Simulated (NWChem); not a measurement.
# Basis-set convergence for H4N2Si

```xyz
7

Si     0.0000     0.0000     0.6686
N      1.3302     0.0000    -0.4449
H      1.2988     0.0000    -1.4628
H      2.2863     0.0000    -0.1032
N     -1.3302     0.0000    -0.4449
H     -2.2863     0.0000    -0.1032
H     -1.2988     0.0000    -1.4628
```
Charge 0, spin multiplicity 1.

All runs are NWChem calculations. All single points use one geometry, from B3LYP/def2-SVP, a minimum by its harmonic frequencies. It is one conformer; others weren't searched.

Quantity: LUMO energy at the level PBE0.

The Pople sets run with spherical d functions. The structure started from a generated list of species.

```
basis        functions  LUMO energy (eV)
-----------  ---------  ----------------
STO-3G              23                 …
6-31G*              54             -0.01
6-31+G*             66             -0.49
cc-pVDZ             66             -0.02
6-311++G**         102             -0.55
def2-TZVP          123             -0.33
cc-pVTZ            150                 …
pcseg-2            150                 …
def2-TZVPP         160             -0.34
aug-cc-pVTZ        234             -0.55
```

Task: Complete the blanks.

Result: 
- STO-3G, LUMO energy (eV): 4.40
- cc-pVTZ, LUMO energy (eV): -0.25
- pcseg-2, LUMO energy (eV): -0.44
